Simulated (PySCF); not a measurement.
GeH₄, SMILES [GeH4].

Geometry: ωB97X-D3(BJ)/def2-TZVPD. The isomer is the one that the SMILES or the coordinates give; other isomers of the formula were not compared.

Computed with HF/def2-TZVPD (PySCF).

Isolated molecule, no solvent.

```json
{
 "total_energy": "-2077.67888 hartree",
 "point_group": "Td",
 "highest_occupied_level": "-12.87 eV",
 "lowest_empty_level": "2.09 eV",
 "orbital_gap": "14.96 eV",
 "dipole_moment": "0.00 D",
 "quadrupole, principal values (traceless, Buckingham form, about the centre of nuclear charge)": "0.00, 0.00, 0.00 D·Å",
 "mean_static_polarisability": "33.0 bohr³ (4.90 Å³)",
 "polarisability_principal_values": "33.0, 33.0, 33.0 bohr³"
}
```
